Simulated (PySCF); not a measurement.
A structure optimised at PBE0-D3(BJ)/def2-SVP, used in a PySCF frequency run:

```xyz
7

C     -0.8173     2.7734     0.0000
C     -0.1385     1.6562     0.0000
C      0.5179     0.5271     0.0000
F      1.8385     0.4339     0.0000
Br    -0.3341    -1.1477     0.0000
H     -1.1130     3.2621    -0.9361
H     -1.1130     3.2621     0.9361
```

Task: Write its SMILES, formula and point group.

Result: C=C=C(F)Br, C₃H₂BrF, Cs

Task: What are its rotational constants (standard atomic weights)?

Result: 5.7401, 1.9487, 1.4697 GHz
